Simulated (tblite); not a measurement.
C6H14SSi2.
Numbering: `[SiH3:1][CH2:2][C@@H:3]1[CH2:4][C@@:5]12[CH2:6][C@@H:7]2[S:8][SiH3:9]` (hydrogens: H10, H11, H12 on Si1; H13, H14 on C2; H15 on C3; H16, H17 on C4; H18, H19 on C6; H20 on C7; H21, H22, H23 on Si9)

Geometry (GFN2-xTB, Å), atoms numbered from 1 in this order:
```xyz
23
C6H14SSi2 angstrom
Si    -2.3101    0.1388   -1.6824
C     -1.0771    1.2242   -0.7190
C     -1.0015    0.8646    0.7454
C      0.2383    1.2078    1.5480
C     -0.0751   -0.1972    1.1996
C     -0.1165   -1.5005    1.9003
C      0.6316   -1.3426    0.5966
S      2.4360   -1.4217    0.6166
Si     2.8570   -0.3117   -1.1626
H     -3.6460    0.2962   -1.1060
H     -2.3162    0.5656   -3.0821
H     -1.9136   -1.2681   -1.5998
H     -0.0814    1.1319   -1.1591
H     -1.3644    2.2750   -0.8116
H     -1.9505    0.9414    1.2668
H      0.1238    1.5200    2.5764
H      1.0594    1.6921    1.0380
H      0.4728   -1.6124    2.7993
H     -1.0292   -2.0806    1.8933
H      0.2230   -1.8119   -0.2893
H      4.2669   -0.5601   -1.3945
H      2.5805    1.1058   -0.9496
H      1.9876   -0.8296   -2.2141
```

Computed with GFN2-xTB (tblite): harmonic, unscaled wavenumbers at the GFN2-xTB geometry, gas phase. This tight-binding method is rough: wavenumbers can miss measured ones by several per cent, in bad cases by 10 to 20. Modes of hydrogen on silicon can be 10 to 20 % off. One conformer, not necessarily the lowest.

Harmonic wavenumbers (cm⁻¹): 46.6, 54.5, 69.8, 87.7, 117.8, 120.7, 147.0, 174.1, 245.1, 311.9, 380.7, 409.0, 429.0, 506.0, 521.2, 535.3, 542.2, 566.2, 658.5, 690.5, 738.9, 744.8, 771.5, 775.3, 791.3, 793.7, 796.9, 803.4, 862.6, 888.9, 936.8, 944.4, 1008.2, 1026.1, 1040.5, 1063.3, 1066.5, 1081.9, 1123.5, 1131.0, 1179.2, 1189.7, 1223.4, 1244.8, 1338.1, 1424.7, 1443.4, 1471.4, 1618.5, 2260.2, 2269.1, 2270.6, 2283.5, 2301.3, 2382.2, 2949.6, 2969.2, 3015.1, 3022.1, 3063.0, 3071.2, 3078.5, 3083.1.

A = 1298, B = 621.0, C = 524.7 MHz; mass 174.035 u (most abundant isotopes); point group C1, symmetry number 1.

Problem. What is the zero-point energy?

Solution. ½Σν̃ = 37578 cm⁻¹ = 107.44 kcal/mol.

Problem. Entropy at 350 K, 1 bar (ideal gas, RRHO, classical rotation)?

Solution. Translation 42.19, rotation 31.49, vibration 48.82: S = 122.5 cal/(mol K).

Problem. And Cp and H(350 K) − H(0)?

Solution. Cp = 57.14 cal/(mol K), of which vibrations give 49.19 (their classical limit is 63 R = 125.2); H(350 K) − H(0) = 11.52 kcal/mol without the zero-point energy, 8.74 from vibrations.

Problem. How do the functions run with temperature in this model?

Solution. 
```json
{"T (K)": "50", "S (cal/(mol K))": "63.4", "Cp (cal/(mol K))": "16.5", "H − H(0) (kcal/mol)": "0.57", "G − H(0) (kcal/mol)": "-2.60", "ln q(vib)": "0.85"}
{"T (K)": "100", "S (cal/(mol K))": "77.1", "Cp (cal/(mol K))": "23.2", "H − H(0) (kcal/mol)": "1.58", "G − H(0) (kcal/mol)": "-6.13", "ln q(vib)": "2.78"}
{"T (K)": "298.15", "S (cal/(mol K))": "113.9", "Cp (cal/(mol K))": "50.1", "H − H(0) (kcal/mol)": "8.74", "G − H(0) (kcal/mol)": "-25.22", "ln q(vib)": "10.14"}
{"T (K)": "373.15", "S (cal/(mol K))": "126.3", "Cp (cal/(mol K))": "60.1", "H − H(0) (kcal/mol)": "12.88", "G − H(0) (kcal/mol)": "-34.23", "ln q(vib)": "12.83"}
{"T (K)": "500", "S (cal/(mol K))": "145.8", "Cp (cal/(mol K))": "73.7", "H − H(0) (kcal/mol)": "21.40", "G − H(0) (kcal/mol)": "-51.51", "ln q(vib)": "17.33"}
{"T (K)": "750", "S (cal/(mol K))": "179.4", "Cp (cal/(mol K))": "91.8", "H − H(0) (kcal/mol)": "42.26", "G − H(0) (kcal/mol)": "-92.29", "ln q(vib)": "25.80"}
{"T (K)": "1000", "S (cal/(mol K))": "207.5", "Cp (cal/(mol K))": "103.3", "H − H(0) (kcal/mol)": "66.75", "G − H(0) (kcal/mol)": "-140.75", "ln q(vib)": "33.55"}
```

q(vib) and H(0) count from the zero-point level.

Problem. Blend soft modes into free rotors: weight 1/[1 + (100 cm⁻¹/ν̃)⁴] for the oscillator and the rest for a rotor with moment μB/(μ + B), μ = h/(8π²ν), B = 10⁻⁴⁴ kg m². What vibrational entropy results?

Solution. 44.24 cal/(mol K) in place of 48.82, which changes −T·S at 350 K by +1.60 kcal/mol.

Problem. Which modes carry the vibrational entropy at 350 K?

Solution. 46.6 cm⁻¹: 5.27; 54.5 cm⁻¹: 4.96; 69.8 cm⁻¹: 4.48; 87.7 cm⁻¹: 4.03; 117.8 cm⁻¹: 3.45; 120.7 cm⁻¹: 3.40 cal/(mol K); the other 57 give 23.24 together.

Problem. What must be added to the electronic energy to get the Gibbs energy at 350 K and 1 bar?

Solution. ZPE + [H(350 K) − H(0)] − T·S = 107.44 + 11.52 − 42.87 = 76.09 kcal/mol.

Hindered rotation and anharmonicity are outside this model. Other conformers, if any are populated, would add a mixing term that is left out. The structure is chiral; the term R ln 2 for an equal mix with its mirror image is left out.
